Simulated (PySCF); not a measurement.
**Trend along the halogens: MBi molecules**

MP2 with triple-zeta basis sets in PySCF, for the lowest determinant that a PBE0 search found; no spin–orbit coupling. De refers to high-spin ground-configuration atoms.

```json
{"M": "F", "basis": "x2c-TZVPPall", "reference, frozen orbitals": "UHF, 35", "state (unpaired electrons)": "triplet (π ↑↑)", "Re (Å)": "2.026", "ωe (cm⁻¹)": "559", "De (eV)": "3.76"}
{"M": "Cl", "basis": "x2c-TZVPPall", "reference, frozen orbitals": "UHF, 39", "state (unpaired electrons)": "triplet (π ↑↑)", "Re (Å)": "2.429", "ωe (cm⁻¹)": "345", "De (eV)": "2.83"}
{"M": "Br", "basis": "def2-TZVPP", "reference, frozen orbitals": "UHF, 13", "state (unpaired electrons)": "triplet (π ↑↑)", "Re (Å)": "2.575", "ωe (cm⁻¹)": "232", "De (eV)": "2.54"}
```

The shortest bond is that of BiF (2.026 Å), the longest that of BiBr (2.575 Å). BiF is bound most strongly (3.76 eV) and BiBr least (2.54 eV).

The rows differ in basis set, which adds steps of its own.

Down a group the atoms grow and get heavier, so bonds lengthen and wavenumbers fall; this series shows no clear exception.

Correlated steps freeze the inner cores (13 to 39 orbitals); shallow outer-core shells are correlated. Spin–orbit coupling is left out, which matters for elements this heavy, above all for dissociation energies. States were picked by a PBE0 search and need not be the measured ground states.
